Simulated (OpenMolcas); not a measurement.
## Ti2+: Racah parameters, worked from levels

```
Program             : OpenMolcas 26.06
Basis               : ANO-RCC-VDZP [5s4p2d1f]
Scalar Hamiltonian  : DKH2, point nucleus
Active space        : 2 electrons in 5 orbitals (3d)
State averaging     : 2S+1 = 3 even, 10 roots; 2S+1 = 1 even, 15 roots
Spin-orbit coupling : RASSI with atomic mean-field integrals over the reference wave functions, term energies averaged over their components
```

Methods: CASSCF; SS-CASPT2, IPEA 0.25 Eh, imaginary shift 0.1 Eh (closed shells correlated: 3s 3p). Measured levels: Corliss and Sugar, J. Phys. Chem. Ref. Data 8, 1 (1979).

**Racah parameters.** Above 3F, d2 has 3P at 15B, 1G at 12B + 2C and 1D at 5B + 2C. The first two fix B and C, and the third tests them; where it misses by thousands of cm-1, two parameters do not describe the configuration (Trees and configuration-interaction terms are left out) and B and C hang on the terms chosen. Term energies are centres of gravity, weighted by 2J + 1.

```
   Source     3P     1G    B     C   C/B  1D from B, C  1D found
   CASSCF  13355  17069  890  3192  3.59         10834     10995
SS-CASPT2  10994  15055  733  3130  4.27          9925      7880
 measured  10420  14156  695  2910  4.19          9295      8232
```

Energies in cm-1. From CASSCF to SS-CASPT2, B changes by -17.6 % and C by -1.9 %. Against the measured terms, SS-CASPT2 has B off by +5.5 % and C by +7.6 %.

CASPT2 does not keep the components of a term degenerate, so their means are used; among the terms shown or strongly mixed into the levels shown the widest spread is 690 cm-1 (3d2 1G, SS-CASPT2). Without dynamic correlation excited terms often stand tens of per cent too high (terms of higher spin than the ground term too low), and those without a measured partner can miss by more than the paired ones (holds for CASSCF). Computed and measured levels are paired by configuration, term and J; levels that our copy of the source lacks, or whose pairing is in doubt (as where it misses far off the trend of its configuration), stay unpaired and out of the deviations. Only configurations of the active space appear.
